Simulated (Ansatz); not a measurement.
```json
{"atom": "O", "x (Å)": "-0.0012", "y (Å)": "0.0007", "z (Å)": "-0.0007"}
{"atom": "H", "x (Å)": "-0.2417", "y (Å)": "0.9291", "z (Å)": "-0.0023"}
{"atom": "H", "x (Å)": "0.9665", "y (Å)": "-0.0005", "z (Å)": "0.0016"}
{"atom": "O", "x (Å)": "2.9347", "y (Å)": "-0.0023", "z (Å)": "0.0043"}
{"atom": "H", "x (Å)": "3.4757", "y (Å)": "0.1958", "z (Å)": "0.7604"}
{"atom": "H", "x (Å)": "3.4797", "y (Å)": "0.1991", "z (Å)": "-0.7656"}
```

Basis set: cc-pVDZ (spherical functions). Correlated methods keep 2 orbitals frozen. Charge 0, multiplicity 1.

Computed with Ansatz (development build ahead of 0.2.0); each method stands on the lowest determinant of its kind that the runs found. Restricted open shells among the atoms or ions are ROHF, correlated in semicanonical orbitals with singles.

Q: Give the atomization energy at this shape (free ground-state atoms in the same class of orbitals less the molecule, no zero-point energy) of singlet H4O2 by RHF-MP2, RHF.

A:

```
 method  atomization energy
RHF-MP2            18.55 eV
    RHF            13.32 eV
```
